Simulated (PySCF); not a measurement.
# MgAs⁻: energy against distance

Set-up: Mg aug-pcseg-1, As aug-pcseg-1; no relativity (PySCF 2.14). Energies in eV from Mg + As⁻ in their ground configurations at the same level. All curves are PBE0. state 1: ³Π (triplet), unpaired electrons σ ↑, π ↑; state 2: Ms = 0 determinant of mixed spin (⟨S²⟩ near 1.0), unpaired electrons σ ↓, π ↑, a second solution, started from another occupation; state 3: ¹Σ⁺ (singlet), closed shell, a second solution, started from another occupation.

```
R (Å)  state 1  state 2  state 3
2.183   -0.784   -0.712  -0.5583
2.284   -1.089   -1.011  -0.7185
2.386   -1.252   -1.167  -0.7571
2.462   -1.309   -1.215  -0.7302
2.538   -1.324   -1.221  -0.6699
2.614   -1.309   -1.194  -0.5861
2.716   -1.256   -1.123  -0.4508
2.843   -1.161   -1.002  -0.2635
2.995   -1.028   -0.837  -0.0357
```

Problem. Put a parabola through the three lowest points of the state 1 curve and estimate Re, k and ωe (reduced mass 18.17 u; 1 eV/Å² = 0.16022 mdyn/Å; ωe = 1302.8·√(k/μ) cm⁻¹).

Solution. Through R = 2.462, 2.538, 2.614 Å the second-order coefficient is 2.60 eV/Å², so Re ≈ 2.538 Å, k ≈ 0.832 mdyn/Å and ωe ≈ 279 cm⁻¹. A polynomial fit of higher order to the unrounded PBE0 energies gives Re = 2.534 Å, k = 0.848 mdyn/Å, ωe = 281 cm⁻¹; anharmonicity and rounding make the difference.

The higher-order fit for each curve: state 1: Re = 2.534 Å, ωe = 281 cm⁻¹, De = 1.32 eV; state 2: Re = 2.510 Å, ωe = 304 cm⁻¹, minimum 1.22 eV below the ground-state fragments; state 3: Re = 2.376 Å, ωe = 351 cm⁻¹, minimum 0.76 eV below the ground-state fragments.

Spin–orbit coupling is left out. For an ion De counts to the pair picked by the measured ionisation energies or electron affinities, which need not be the lowest pair at this level. The highest Kohn–Sham level is positive in this anion. Much of that is self-interaction error, but it also means that the finite basis helps to hold the extra electron. The state is the lowest determinant that a PBE0 search found; another state may lie lower at other levels.
